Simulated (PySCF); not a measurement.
Computed shifts of a molecule C₂H₅NOSi, KT2/pcSseg-1 in PySCF, GIAO, gas phase, equivalent atoms averaged, in ppm (number of nuclei): ¹⁵N: 286.1 (1). ¹³C: 107.8 (1), 5.0 (1). ²⁹Si: -11.8 (1). ¹H: 5.51 (2), 2.26 (2), 0.87 (1). References: ¹⁵N against NH3 (σ = 266.2 ppm); ¹³C against TMS (σ = 185.1 ppm); ²⁹Si against TMS (σ = 361.9 ppm); ¹⁷O against H2O (σ = 330.4 ppm); ¹H against TMS (σ = 31.47 ppm), references at their B3LYP-D3(BJ)/def2-TZVP geometries, non-relativistic. Geometry optimised at B3LYP-D3(BJ)/def2-SVP. Other conformers were not sampled.

### Question
Which molecule gave these data?
(A) C1=N[SiH2]CO1
(B) N#CC[SiH2]O
(C) [SiH3]C1=NCO1
(D) [SiH3][C@H]1N=CO1

### Answer
B, N#CC[SiH2]O
